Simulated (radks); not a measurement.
Spherical quantum dot in the effective-mass picture: electrons in a well V = -V0 / (1 + exp((r - R)/a)) with V0 = 9.22, R = 3.28, a = 0.33, with a point charge +2 (a donor) at the centre, all in effective atomic units (hartree* = m*/eps^2 hartree, bohr* = eps/m* bohr), one dielectric constant everywhere. Calculated with a radial shooting solver with Libxc functionals: non-relativistic Kohn-Sham, LDA (Slater exchange, Perdew-Wang correlation), spin-polarised, spherical densities. Levels are named by radial order and angular momentum (1s, 1p, 1d, 2s, ...), and open shells are averaged over m.

N = 3, configuration 1s2 1p(up 1, down 0). This is the lowest configuration that the search found. Occupied and some empty levels:

level,occupation,eigenvalue (hartree*),<r> (bohr*)
1s up,1,-9.1514,0.9172
1s down,1,-9.1125,0.8975
1p up,1,-7.9536,1.718
1p down,0,-7.8765,1.718
2s up,0,-7.6623,1.709
2s down,0,-7.6023,1.726
1d up,0,-7.1835,1.991
1d down,0,-7.1067,1.997
1f up,0,-6.3548,2.172
1f down,0,-6.2834,2.180

Energy (hartree*): total -29.3545, kinetic 3.8341, external -35.389, Hartree 3.5596, exchange-correlation -1.3591.

Electron density:

r (bohr*),n(r) (e/bohr*^3)
0.0537,2.867
0.189,1.694
0.324,1.023
0.458,0.6345
0.593,0.4052
0.728,0.2673
0.863,0.1827
0.998,0.1294
1.13,0.09477
1.27,0.07147
1.40,0.05504
1.54,0.04292
1.67,0.03340
1.81,0.02572
1.94,0.01940
2.08,0.01421
2.21,0.01002
2.35,0.006739
2.48,0.004293
2.62,0.002571
